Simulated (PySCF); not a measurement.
Input for PySCF: R-B3LYP/3-21G on SO2 (SMILES O=S=O).

```python
from pyscf import gto, scf, dft, mp
from pyscf.data.elements import chemcore

mol = gto.M(
    atom='''
    O    -1.18127119    0.41576998    3.32917710
    S     0.02150915   -0.36839080    3.24468627
    O     1.29227550    0.30419351    3.28348486
    ''',
    basis='3-21g',
    charge=0, spin=0, verbose=3, max_memory=1800)
mf = dft.RKS(mol, xc='b3lyp')
mf.conv_tol = 1e-8
mf.max_cycle = 100
mf.kernel()
if not mf.converged:
    mf = mf.newton().run(mf.mo_coeff, mf.mo_occ)
```

Q: What total energy does the run end on?

A: -545.6721 hartree.
